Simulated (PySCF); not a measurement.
SMILES F[Si](F)(F)[SiH2][Si](F)(F)F at its PBE0/def2-SVP optimised geometry (Å):

```
11

Si    -0.3245    -2.2810    -1.8881
F      0.3105    -1.6678    -3.2269
F      0.0612    -3.8373    -1.8400
F     -1.9200    -2.1822    -2.0198
Si     0.4337    -1.1574     0.0000
Si    -0.3231     1.0406     0.0000
F      0.1731     1.8263     1.3075
F     -1.9253     1.1059    -0.0247
F      0.2131     1.8457    -1.2795
H     -0.0971    -1.8457     1.2123
H      1.9253    -1.1574     0.0000
```

Level of theory: PBE0/def2-TZVP (PySCF). Cells within 0.4 Å of a nucleus heavier than hydrogen are left out (blank, or x).

Map of the deformation density (molecule minus spherical neutral atoms) (e/bohr³) on the plane z = 0.0 Å:

```
|2222222222222222222222222222222|
|2222222222222222222222222222222|
|2222222222222222222222222222222|
|2222222222222222222222222222222|
|2222222222222222222222222222222|
|2222222222222222222222222222222|
|2222222222211111122222222222222|
|2222222222211011112222222222222|
|2222222233210001111222222222222|
|2222222444420001011122222222222|
|2222223xxx742xx1001122222222222|
|2222223xxx852xxx001122222222222|
|2222223xx4642xx2111122222222222|
|2222222344421234432222222222222|
|2222222222222357643222222222222|
|2222222222222467753222222222222|
|2222222222222456643222222222222|
|2222222222222344432234322222222|
|2222222222221222xx2366522222222|
|2222222222211111xxx589931222222|
|2222222222211111xx2479831222222|
|2222222222221122211355422222222|
|2222222222222222111133322222222|
|2222222222222222211122222222222|
|2222222222222222211122222222222|
|2222222222222222222222222222222|
|2222222222222222222222222222222|
|2222222222222222222222222222222|
|2222222222222222222222222222222|
|2222222222222222222222222222222|
|2222222222222222222222222222222|
```
Scale: ten equal steps from -0.024 (start of '0') to 0.067 (end of '9'), in the order '0123456789'; x runs from -4.00 to 4.00, y from -4.00 (bottom) to 4.00 (top).
